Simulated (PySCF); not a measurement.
Bonds: C1-C2, C2-C3, C3-C4, C4-C5, C5-N6, C4-C7, C7-C8, C8-Si9, Si9-C7. C1 carries H10, H11, H12; C2 carries H13, H14; C3 carries H15, H16; C4 carries H17; C5 carries H18; N6 carries H19; C7 carries H20; C8 carries H21, H22; Si9 carries H23, H24.

Calculated, not measured (PySCF): structure optimised with GFN2-xTB, NMR shieldings at PBE0/pcSseg-1/GIAO. Non-relativistic Hamiltonian, equivalent nuclei averaged, one computed conformer, isolated molecule.

Referencing at the same level of theory: ¹³C, ¹H, ²⁹Si vs TMS; ¹⁵N against NH3.

```csv
atoms,nucleus,count,Hirshfeld charge,δ (ppm)
C4,¹³C,1,-0.03,43.6
H18,¹H,1,0.04,?
H22,¹H,1,0.04,0.91
C5,¹³C,1,0.06,?
H20,¹H,1,0.04,1.06
C7,¹³C,1,-0.11,12.2
C2,¹³C,1,-0.07,?
H13,¹H,1,0.03,?
H19,¹H,1,0.11,10.82
Si9,²⁹Si,1,0.28,-152.2
H14,¹H,1,0.04,1.38
H21,¹H,1,0.04,0.57
C8,¹³C,1,-0.17,-6.4
H24,¹H,1,-0.07,2.39
H15,¹H,1,0.03,?
N6,¹⁵N,1,-0.20,?
H23,¹H,1,-0.07,2.51
C1,¹³C,1,-0.12,14.7
C3,¹³C,1,-0.07,37.2
H17,¹H,1,0.04,3.11
H16,¹H,1,0.03,1.19
H10/H11/H12,¹H,3,0.04,?
```

Estimate the values marked ?.

Answers


- C5: 177.7 ppm, carbon bonded to C, N, H
- C2: 22.0 ppm, carbon bonded to 2 C, 2 H
- H18: 8.18 ppm, hydrogen on a carbon bonded to C, N
- H15: 2.71 ppm, hydrogen on a carbon bonded to 2 C
- H13: 1.94 ppm, hydrogen on a carbon bonded to 2 C
- H10/H11/H12: 0.89 ppm, hydrogen on a carbon bonded to C
- N6: 360.6 ppm, nitrogen bonded to C, H

The OH or NH signal is concentration- and solvent-dependent in practice; the value given is the gas-phase one. Shifts are as computed. Against solution values, carbons near 30 ppm lie about +3 ppm off and those near 130 ppm about +5 ppm. Of 1309 compounds with measured shifts, 239 miss one by over three times the rms of a fit or turn the order of signals round; such compounds aren't used in these exercises. Experimental scales use liquid or dissolved standards, which lie at an offset from isolated NH3 (liquid NH3: subtract about 20 ppm). Unscaled 15N shifts of sp2 nitrogen come out 20 to 40 ppm too high even then.
